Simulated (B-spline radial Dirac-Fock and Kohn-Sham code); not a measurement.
What relativity does to the binding energies of Ba²⁹⁺

System: the Ba²⁹⁺ ion, configuration [Ar] 3d9.

Both columns are ΔSCF binding energies of the configuration average from a radial finite-basis atomic code: non-relativistic Hartree-Fock with a point nucleus, and Dirac-Fock with a finite nucleus and the Coulomb interaction alone, averaged over the two j levels with weights 2j+1.

| shell | Hartree-Fock (eV) | Dirac-Fock (eV) | shift (eV) | shift (%) |
| --- | --- | --- | --- | --- |
| 1s | 36997.7 | 38688.1 | +1690.38 | +4.57 |
| 2s | 6652.5 | 7084.8 | +432.29 | +6.50 |
| 2p | 6327.1 | 6465.1 | +138.04 | +2.18 |
| 3s | 2175.6 | 2281.9 | +106.38 | +4.89 |
| 3p | 2036.6 | 2077.1 | +40.49 | +1.99 |
| 3d | 1791.5 | 1788.6 | -2.87 | -0.16 |

Relativity binds 1s, 2s, 2p, 3s, 3p more strongly, among those listed most of all 2s in relative terms, and 3d more weakly, because the contracted s and p shells screen the nucleus better.

Values without a named source are computed, but for edge energies of neutral atoms, which are taken from tables.
